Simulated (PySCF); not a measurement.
## CeCl: frontier orbitals

PBE0 at R = 2.513 Å; basis Ce x2c-SVPall, Cl x2c-SVPall; spin-free X2C with a Gaussian nucleus; PySCF 2.14. State: quartet, about 1.1 electrons in the 4f shell (Mulliken), real f orbitals that mix terms. Only the outer orbitals are listed, counted within each symmetry.

| spin | orbital | occ. | ε (eV) | on Ce (%) | main shells (%) |
| --- | --- | --- | --- | --- | --- |
| α | 15σ | 1 | -21.01 | 15 | 85 Cl s, 12 Ce p |
| α | 16σ | 1 | -9.06 | 17 | 82 Cl p, 11 Ce d |
| α | 8π | 1 | -8.60 | 11 | 89 Cl p |
| α | 8π | 1 | -8.60 | 11 | 89 Cl p |
| α | 3δ | 1 | -7.44 | 100 | 100 Ce f |
| α | 17σ | 1 | -4.20 | 100 | 81 Ce s, 15 Ce d |
| α | 4δ | 1 | -4.04 | 100 | 100 Ce d |
| α | 18σ | 0 | -1.88 | 100 | 86 Ce f, 12 Ce d |
| α | 9π | 0 | -1.77 | 100 | 78 Ce f, 20 Ce d |
| α | 9π | 0 | -1.77 | 100 | 78 Ce f, 20 Ce d |
| β | 15σ | 1 | -20.95 | 19 | 81 Cl s, 16 Ce p |
| β | 16σ | 1 | -9.02 | 16 | 84 Cl p, 10 Ce d |
| β | 8π | 1 | -8.60 | 9 | 91 Cl p |
| β | 8π | 1 | -8.60 | 9 | 91 Cl p |
| β | 17σ | 0 | -1.74 | 100 | 88 Ce s |
| β | 18σ | 0 | -1.07 | 100 | 74 Ce f, 24 Ce d |
| β | 9π | 0 | -1.03 | 100 | 79 Ce f, 20 Ce d |

Task: Which are the highest filled and the lowest empty level, where do they sit, and how wide is the gap?

Result: Highest filled α 4δ at -4.04 eV (in %: 100 Ce d); lowest empty α 18σ at -1.88 eV (in %: 86 Ce f, 12 Ce d); the gap at PBE0 is 2.16 eV.

- bond order (Mayer): 1.32
- ⟨S²⟩: 3.754
- charge on Ce (Mulliken, basis-dependent): 0.24
- charge on Ce (Löwdin, basis-dependent): -0.14
- dipole moment (positive dipole means Ce(−)Cl(+)): -4.16 D
- polarisability along the bond: 135.1 bohr³
- polarisability across the bond: 171.3 bohr³

Spin–orbit coupling is left out. With d or f electrons several states lie close, and the lowest PBE0 determinant need not be the measured ground state.
